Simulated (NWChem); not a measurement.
System: CHCl₂ cation

The following NWChem deck was run.

```
start job
memory heap 200 mb stack 900 mb global 1100 mb
charge 1
geometry units angstroms noautosym nocenter noautoz
  Cl     1.447254     0.000000    -0.156525
  C      0.000000     0.000000     0.608428
  Cl    -1.447254     0.000000    -0.156525
  H      0.000000     0.000000     1.701032
end
basis spherical
  Cl library 6-31g*
  C library 6-31g*
  H library 6-31g*
end
dft
  xc hfexch
  iterations 150
end
property
  shielding 3 1 2 4
  efieldgrad
end
task dft property
```

All runs use the structure optimised with B3LYP/6-31G* (spherical d).

GIAO values for the isolated, static molecule; σ is the absolute isotropic shielding, δ = σ(reference) − σ with the isolated reference molecule computed at the same levels (13C: tetramethylsilane, 1H: tetramethylsilane).

Atoms are numbered as in the input.

Problem. Predict the main results of this run. (Hartree-Fock/6-31G* (spherical d), GIAO.) Quantities: σ Cl1 (ppm); δ C2 (ppm); δ H4 (ppm).

Solution. 
```json
{
 "σ Cl1 (ppm)": "215.9",
 "δ C2 (ppm)": "294.8",
 "δ H4 (ppm)": "12.49"
}
```
